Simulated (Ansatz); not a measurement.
Start from `B[NH][GaH][O][SiH3]` and change one atom or group to get `[SiH3][O][GaH][Br]`.

Ansatz, PBE0-D4/def2-TZVP geometries, multiplicity 1. Each molecule was computed in one conformer, which needn't be the lowest.

Scalar relativity is left out up to krypton. Spin–orbit coupling is left out; it splits and shifts lone-pair levels of the heavy atoms by tenths of an eV.

```tsv
property	`B[NH][GaH][O][SiH3]`
HOMO–LUMO gap (B3LYP/def2-TZVPP) / eV	7.02
LUMO energy (ωB97M-V/def2-TZVPP) / eV	0.65
LUMO energy (B3LYP/def2-TZVPP) / eV	-1.33
HOMO energy (B3LYP/def2-TZVPP) / eV	-8.35
zero-point energy (PBE0-D4/def2-TZVP) / kJ/mol	195.4
HOMO–LUMO gap (PBE0/def2-TZVPP) / eV	7.53
```

Question: Give the same properties after the change, and the shifts. (Best estimate.)

Answer: Computed: 
```tsv
property	`[SiH3][O][GaH][Br]`	shift
HOMO–LUMO gap (B3LYP/def2-TZVPP) / eV	6.57	-0.45
LUMO energy (ωB97M-V/def2-TZVPP) / eV	0.24	-0.41
LUMO energy (B3LYP/def2-TZVPP) / eV	-1.73	-0.40
HOMO energy (B3LYP/def2-TZVPP) / eV	-8.30	0.05
zero-point energy (PBE0-D4/def2-TZVP) / kJ/mol	97.7	-97.7
HOMO–LUMO gap (PBE0/def2-TZVPP) / eV	7.11	-0.42
```

The zero-point energy changes by -97.7 kJ/mol with -12 modes.

Positive LUMOs are unbound, so they and the gaps depend on the basis.

B3LYP here is the variant with VWN-RPA as its local correlation; programs differ in this.
